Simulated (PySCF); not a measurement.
An equivalent PySCF input for Al²⁺ (aluminium, charge +2), [Ne] 3s1, 2S determinant, with the spin-free X2C one-electron Hamiltonian (Gaussian nucleus):

```python
from pyscf import gto, scf, dft, mp, cc
import basis_set_exchange as bse
mol = gto.M(atom="Al 0 0 0", charge=2, spin=1, symmetry="D2h",
            basis=gto.basis.parse(bse.get_basis("x2c-QZVPPall", elements=["Al"], fmt="nwchem")),
            nucmod="G")
mf = dft.UKS(mol, xc="HYB_MGGA_XC_R2SCAN0").sfx2c1e()
mf.irrep_nelec = {'Ag': (3, 2), 'B1u': (1, 1), 'B2u': (1, 1), 'B3u': (1, 1)}
mf.kernel()
```

It reaches the same state as the run whose output follows, with an energy that differs only through the grid. The run itself started from symmetry-adapted Hartree-Fock orbitals and held the occupation by maximum overlap, on a logarithmic radial grid, so the iterations belong to that start.

```
SCF conv_tol = 1e-09
number electrons alpha = 6  beta = 5
XC functionals = HYB_MGGA_XC_R2SCAN0
    M. Bursch, H. Neugebauer, S. Ehlert, and S. Grimme.,  J. Chem. Phys. 156, 134105 (2022)
cycle= 1 E= -241.870579178842  delta_E= -0.00205  |g|= 0.00665  |ddm|= 0.0976
cycle= 2 E= -241.870589329317  delta_E= -1.02e-05  |g|= 0.000589  |ddm|= 0.0129
cycle= 3 E= -241.870589549306  delta_E= -2.2e-07  |g|= 6.71e-05  |ddm|= 0.00219
cycle= 4 E= -241.870589551773  delta_E= -2.47e-09  |g|= 1.16e-05  |ddm|= 0.000263
cycle= 5 E= -241.870589551786  delta_E= -1.32e-11  |g|= 1.41e-06  |ddm|= 4.19e-06
converged SCF energy = -241.870589551786  <S^2> = 0.75006562  2S+1 = 2.0000656
```
